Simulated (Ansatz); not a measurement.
Reactions of C4H8BF (`C=CB(F)CC`).

Computed with Ansatz on PBE0-D4/def2-TZVP structures; ΔE is electronic, products minus reactants. CBS: MP2 limit from def2 TZ/QZ plus the TZ coupled-cluster correction, frozen cores. This one scheme is used for every species, atoms too. DFT in def2-TZVPP. Open shells (•) are unrestricted, without spin–orbit coupling. Spin–orbit coupling would lower the free atoms: a little for B, C, F. Bonds to Br are less sure, by a few kJ/mol each and by 10 to 20 or more in all where they break to atoms, as the def2 sets lack core-valence functions. Scalar relativity is left out up to krypton. Each species was taken in one conformer, which may not be the lowest.

```tsv
reaction	r2SCAN-D4 (kJ/mol)	B2PLYP (kJ/mol)	PBE0-D4 (kJ/mol)	ωB97X-V (kJ/mol)	CCSD(T)/CBS(def2) (kJ/mol)
`C=CB(F)CC` + H–F → `C=CB(F)F` + `CC`	-161	-165	-152	-157	-151
`C=CB(F)CC` + HBr → `CCB(F)Br` + `C=C`	-66	-65	-64	-63	-66
`C=CB(F)CC` + H₂S → `CCB(F)S` + `C=C`	-58	-56	-57	-54	-55
`C=CB(F)CC` → B• + 4 C• + F• + 8 H•	5886	5817	5902	5857	5844
`C=CB(F)CC` + HCl → `CCB(F)Cl` + `C=C`	-78	-78	-75	-76	-74
`C=CB(F)CC` → `C=C(C)B(C)F`	-21	-18	-20	-18	-18
`C=CB(F)CC` + H–F → `CCB(F)F` + `C=C`	-143	-145	-134	-141	-135
`C=CB(F)CC` + CH₄ → `CCB(C)F` + `C=C`	18	18	17	16	17
```

Largest T1 diagnostic: 0.014, for B•.
